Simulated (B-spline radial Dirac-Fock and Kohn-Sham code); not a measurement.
## What relativity does to the binding energies of Pr⁴⁶⁺

System: praseodymium as Pr⁴⁶⁺, configuration 1s2 2s2 2p6 3s2 3p1.

Both columns are ΔSCF binding energies of the configuration average from a radial finite-basis atomic code: non-relativistic Hartree-Fock with a point nucleus, and Dirac-Fock with a finite nucleus and the Coulomb interaction alone, averaged over the two j levels with weights 2j+1.

```tsv
shell	Hartree-Fock (eV)	Dirac-Fock (eV)	shift (eV)	shift (%)
1s	43199.7	45352.0	+2152.28	+4.98
2s	9276.5	9864.3	+587.78	+6.34
2p	8959.3	9167.8	+208.49	+2.33
3s	3765.1	3944.2	+179.12	+4.76
3p	3672.0	3752.1	+80.02	+2.18
```

Relativity binds 1s, 2s, 2p, 3s, 3p more strongly, among those listed most of all 2s in relative terms.

Values without a named source are computed, but for edge energies of neutral atoms, which are taken from tables.
